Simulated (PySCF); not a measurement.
**From a computed spectrum to the compound**

A species of 7 atoms with charge 3 has these harmonic modes (PBE0, small Gaussian bases with core potentials, PySCF 2.14.0):

```tsv
cm⁻¹	km/mol
35	0.1
122	11.2
182	0.7
454	14.3
459	5.0
569	4.9
604	819.4
705	40.0
759	73.5
1623	127.3
1636	69.0
3405	1609.3
3430	145.2
3478	129.1
3495	1133.7
```

Task: Which species is it, and in which structure?

Result: [Bi(H2O)2]3+ (singlet):
```xyz
7

Bi    0.2121   -0.0663    0.0025
O    -1.1780    0.4782    1.6376
H    -0.9096    0.5105    2.6006
H    -2.1445    0.7208    1.6168
O    -1.2043    0.2667   -1.6660
H    -0.9786    0.0898   -2.6236
H    -2.1408    0.6069   -1.6668
```
Ideal gas at 298.15 K and 1 bar: S = 343.3 J/(mol K), Cp = 84.4 J/(mol K), H − H(0 K) = 18.3 kJ/mol (rigid rotor, harmonic modes, spin degeneracy alone; the modes under 60 cm⁻¹ make these uncertain). 
 The answer isn't unique; the calculation gave this one.
